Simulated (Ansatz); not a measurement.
Molecule: C2H4BO2 (charge 0, doublet). It need not be the lowest isomer of its formula. 
Coordinates optimised at B3LYP-D3(BJ)/def2-TZVP (Ansatz, a quantum-chemistry and plane-wave program):
```xyz
9

C      2.2186    -0.0857    -0.5471
C      0.9633    -0.0372    -0.2376
B     -0.5043     0.0195     0.1244
O     -1.1305     1.2434     0.0733
O     -1.1224    -1.1564     0.4823
H      3.0086     0.0434     0.1944
H      2.5623    -0.2585    -1.5682
H     -2.0628     1.2446     0.3092
H     -2.0549    -1.0856     0.7063
```
Charge 0, spin multiplicity 2.

Total electronic energies in hartree. Cores are frozen in the correlated levels unless marked. Open shells are spin-unrestricted. Spin-orbit coupling is left out. No relativistic terms. CBS(X,Y): correlation extrapolated as X^-3; Hartree-Fock from the larger set. The bracket is a focal-point correction in the basis named.

The UHF reference is spin-contaminated (<S^2> 0.15 over the pure value in the largest basis). 

| level | program | energy (Eh) |
|---|---|---|
| revPBE-D4/def2-TZVPD | Ansatz + dftd4 | (withheld) |
| PBE0/6-31G* | Ansatz | -253.63026 |
| BHLYP/def2-TZVPD | Ansatz | (withheld) |
| HSE06-D3(BJ)/def2-TZVPD | Ansatz + dftd3 | -253.74168 |
| SCS-MP2/cc-pVTZ | Ansatz | -253.45379 |
| CCSD/cc-pVDZ | Ansatz | -253.25755 |
| CCSD/cc-pVQZ | Ansatz | -253.57682 |
| RI-MP2/CBS(cc-pVTZ,cc-pVQZ)+[CCSD(T)-MP2]/cc-pVTZ | Ansatz | -253.6675 |
| CCSD(T)/CBS(cc-pVTZ,cc-pVQZ) | Ansatz | -253.6596 |

Some entries are withheld; supply them.


- revPBE-D4/def2-TZVPD, energy (Eh): -253.98266
- BHLYP/def2-TZVPD, energy (Eh): -253.91359
